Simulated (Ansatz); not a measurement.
Li6N2, relaxed as a singlet with RKS r2SCAN-D4/def2-TZVP in Ansatz, starting from the GFN1-xTB geometry. Force threshold 0.02 eV/Å.

The restricted singlet is unstable towards broken spin symmetry in Hartree–Fock (as tested in another run); at r2SCAN-D4/def2-TZVP this wasn't settled. The structure comes from a short search, and lower isomers may exist.

Start:

```xyz
8

Li    1.575    0.594   -0.013
Li   -0.685    2.835    2.968
Li   -1.040    0.161   -1.530
Li    0.553   -2.149   -2.175
Li   -0.480    1.199    1.370
Li   -0.279   -1.833    0.343
N    -0.167    0.020    0.093
N     0.523   -0.827   -1.056
```

(1) Estimate the energy that the relaxation releases and the steps that it takes.

(2) Does the start keep its bonding?

(3) Predict the relaxed structure.

Results:

(1) 105.5 kJ/mol, in 24 steps; 40 s on 4 threads of Arm Neoverse V2 on a shared host. The force fell under the threshold at step 23, but the optimiser went on. No frequencies were taken in this run, so the end may be a saddle point.

(2) By distances, no bond broke or formed, bridged metal pairs apart. The bond that changes most is Li2–Li5, from 2.30 to 3.13 Å (atoms count from 1). Metal–metal contacts that move far: Li2–Li5 2.30 to 3.13 Å, Li1–Li4 3.64 to 2.85 Å.

(3) 
```xyz
8

Li    1.197    0.078    0.744
Li    0.260    3.046    1.048
Li   -0.630    0.814   -0.974
Li    1.486   -0.839   -1.938
Li   -1.351    0.418    1.617
Li   -0.728   -2.220   -0.179
N    -0.558   -0.493    0.377
N     0.324   -0.804   -0.695
```
Bond lengths (bridged metal pairs left out): 8 × Li–N 1.70 to 1.90 Å; 1 × N–N 1.42 Å.
